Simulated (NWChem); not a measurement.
C2H6Se; SMILES [SeH]CC

```xyz
9

Se    -0.0403    -0.8062     0.0334
H     -0.8085    -0.7079    -1.2190
C      0.6583     1.0227    -0.0511
C     -0.3965     2.1047     0.0548
H      1.2533     1.1166    -0.9708
H      1.3640     1.0678     0.7927
H     -0.9803     2.0054     0.9818
H     -1.1017     2.0630    -0.7896
H      0.0729     3.1027     0.0482
```
Atoms are numbered in this order, from 1.

All runs: NWChem. Pople sets run with spherical d functions. Medium grid unless said otherwise, to which SCAN and Minnesota functionals are sensitive. Structure relaxed at the PBE0/def2-SVP level. B3LYP is NWChem's, with the RPA form of VWN correlation. Total energies of different functionals are on different scales.

```
level                                           energy (Ha)  highest occupied level (eV)  orbital gap (eV)  dipole (D)
----------------------------------------------  -----------  ---------------------------  ----------------  ----------
B3LYP/6-31G*                                     -2481.1087                        -6.08              6.36        1.69
PBE/6-31G*                                       -2480.5899                        -5.13              4.72        1.72
LDA (Slater exchange, VWN5)/6-31G*               -2476.8817                        -5.23              4.67        1.80
PW91/6-31G*                                      -2481.1759                        -5.17              4.71        1.72
LC-BLYP (range parameter 0.33 per bohr)/6-31G*   -2480.4816                        -8.59             11.17        1.73
PBE0/6-31G*                                      -2480.6854                        -6.35              6.86        1.74
SCAN/6-31G*                                      -2481.2297                   (withheld)        (withheld)        1.74
PW6B95/6-31G*                                    -2482.2590                        -6.39              6.98        1.68
```

**Question.** Complete the blanks.

**Answer.** 
- SCAN/6-31G*, highest occupied level (eV): -5.45
- SCAN/6-31G*, orbital gap (eV): 5.26
